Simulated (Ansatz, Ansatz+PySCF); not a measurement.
```xyz
10

C    -0.0087   -0.0015    0.0092
C    -1.0633    0.3270   -0.8820
C    -0.2911   -0.6787    1.2241
C     1.3284    0.3472   -0.3143
H    -0.8679    0.8429   -1.8127
H    -2.0889    0.0697   -0.6531
H     0.4993   -0.9375    1.9161
H    -1.3037   -0.9533    1.4886
H     2.1457    0.1055    0.3522
H     1.5640    0.8634   -1.2356
```

Basis set: def2-SVP (spherical functions). Correlated methods keep 4 orbitals frozen. Charge 0, multiplicity 3.

Computed with Ansatz (development build ahead of 0.2.0); each method stands on the lowest determinant of its kind that the runs found.

The atomization energy at this shape (free ground-state atoms in the same class of orbitals less the molecule, no zero-point energy) of triplet C4H6:

| method | atomization energy |
| --- | --- |
| UHF-MP2 | 40.46 eV |

(1) What does UHF give?

## Answers

(1) 33.00 eV. Caution: the unrestricted determinant is spin contaminated.
